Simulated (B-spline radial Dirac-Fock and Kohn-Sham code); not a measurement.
**X-ray form factors of erbium in several charge states**

Method: configuration-average Dirac-Fock orbitals. Computed with an atomic code on a B-spline grid.

Configurations: Er³⁶⁺ [Ar] 3d10 4s2 4p2; Er³⁸⁺ [Ar] 3d10 4s2; Er³⁹⁺ [Ar] 3d10 4s1. The first column is f₀ of Er³⁶⁺, the others are differences from it.

```
s (Å⁻¹)   Er³⁶⁺  Δ Er³⁸⁺  Δ Er³⁹⁺
      0  32.000   -2.000   -3.000
    0.1  31.860   -1.964   -2.947
    0.2  31.449   -1.859   -2.793
    0.3  30.786   -1.693   -2.551
    0.4  29.905   -1.482   -2.240
    0.5  28.847   -1.242   -1.886
    0.7  26.378   -0.746   -1.149
    0.9  23.722   -0.328   -0.519
    1.1  21.138   -0.054   -0.097
    1.4  17.678   +0.087   +0.134
```
